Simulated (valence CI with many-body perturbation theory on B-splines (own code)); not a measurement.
Results of a calculation; reference values are marked as such.
# Ladder of approximations for Bi XI

Level of theory: configuration interaction combined with many-body perturbation theory (CI+MBPT): five valence electrons over a frozen Dirac-Fock core [Xe] 4f14, radial functions for each j: 7 s, 7 p, 8 d, 6 f, 4 g, 1 h, with the one-electron correlation potential Σ1, the two-electron term Σ2, the three-electron term Σ3, Breit, model QED; selected CI, second order for the rest, scaled by the run's own slope (own B-spline code, finite nucleus).

No measured spectrum was set against this ion. As an estimate, terms of the open shell hold to 2 to 4 % of their energy, and close levels can change places. Among the levels kept, up to 880 cm⁻¹ of a level comes from second order outside the variational space, and about a tenth of that is noise between levels of different J, which matters for small intervals. Only levels of the ground parity were solved; by the run's estimate the other parity begins above the list, which can be wrong where configurations are misplaced.

Each rung adds one term. CI alone is the Dirac-Coulomb CI over the frozen core; QED comes last and gives the full result, which names the levels. Energies are above (5d3/2^4 5d5/2) J=5/2 on the same rung, in cm⁻¹.

Levels are named by their leading jj configuration (3d3/2^4 stands for four electrons in 3d with j = 3/2), which in mixed levels can hold well under half, so a name can repeat and another be missing. Letters in brackets count levels of one name in rising energy.

| Level | CI alone | Σ1 | Σ2 | Σ3 | Breit | QED | Full |
| --- | --- | --- | --- | --- | --- | --- | --- |
| (5d3/2^3 5d5/2^2) J=5/2 [a] | 22530 | +237 | -482 | -274 | -107 | +18 | 21923 |
| (5d3/2^3 5d5/2^2) J=7/2 [a] | 36979 | +543 | -1013 | -366 | -276 | +42 | 35908 |
| (5d3/2^3 5d5/2^2) J=3/2 [a] | 37417 | +539 | +29 | -483 | -208 | +39 | 37333 |
| (5d3/2^3 5d5/2^2) J=11/2 | 40547 | +622 | -1606 | -349 | -319 | +42 | 38937 |
| (5d3/2^3 5d5/2^2) J=9/2 | 43556 | +712 | -1376 | -354 | -354 | +52 | 42237 |
| (5d3/2^3 5d5/2^2) J=5/2 [b] | 43412 | +834 | -559 | -384 | -404 | +65 | 42964 |
| (5d3/2^3 5d5/2^2) J=1/2 | 45358 | +765 | +470 | -480 | -325 | +58 | 45846 |
| (5d3/2^3 5d5/2^2) J=7/2 [b] | 53601 | +789 | -1083 | -661 | -375 | +58 | 52329 |
| (5d3/2^2 5d5/2^3) J=5/2 [a] | 55983 | +1100 | +376 | -428 | -535 | +88 | 56583 |
| (5d3/2^2 5d5/2^3) J=7/2 [a] | 62546 | +1276 | -592 | -580 | -656 | +103 | 62096 |
| (5d3/2^3 5d5/2^2) J=3/2 [b] | 63045 | +994 | +780 | -552 | -436 | +76 | 63906 |
| (5d3/2^2 5d5/2^3) J=11/2 | 65264 | +1424 | -1672 | -398 | -739 | +111 | 63990 |
| (5d3/2^2 5d5/2^3) J=9/2 [a] | 67713 | +1350 | -1056 | -516 | -685 | +106 | 66911 |
| (5d3/2^2 5d5/2^3) J=1/2 [a] | 66193 | +1533 | +386 | -481 | -731 | +124 | 67024 |
| (5d3/2^2 5d5/2^3) J=3/2 [a] | 68812 | +1503 | +1276 | -609 | -732 | +123 | 70372 |
| (5d3/2^2 5d5/2^3) J=13/2 | 72764 | +1533 | -2198 | -438 | -824 | +118 | 70954 |
| (5d3/2^2 5d5/2^3) J=5/2 [b] | 72888 | +1482 | -175 | -584 | -711 | +116 | 73016 |
| (5d3/2^2 5d5/2^3) J=9/2 [b] | 80601 | +1523 | +34 | -730 | -762 | +120 | 80785 |
| (5d3/2^2 5d5/2^3) J=7/2 [b] | 83393 | +1566 | -1018 | -715 | -787 | +122 | 82561 |

The middle columns are the shifts that each term adds.

How does the ionisation energy move along the ladder, and which term matters most?

CI alone 180.79, + Σ1 182.39, + Σ2 183.92, + Σ3 183.92, + Breit 183.94, + QED 183.95 eV. The largest step is Σ1, 1.60 eV, with Σ2 about as large (1.53). NIST lists 183 ± 2.4 eV (theoretical).
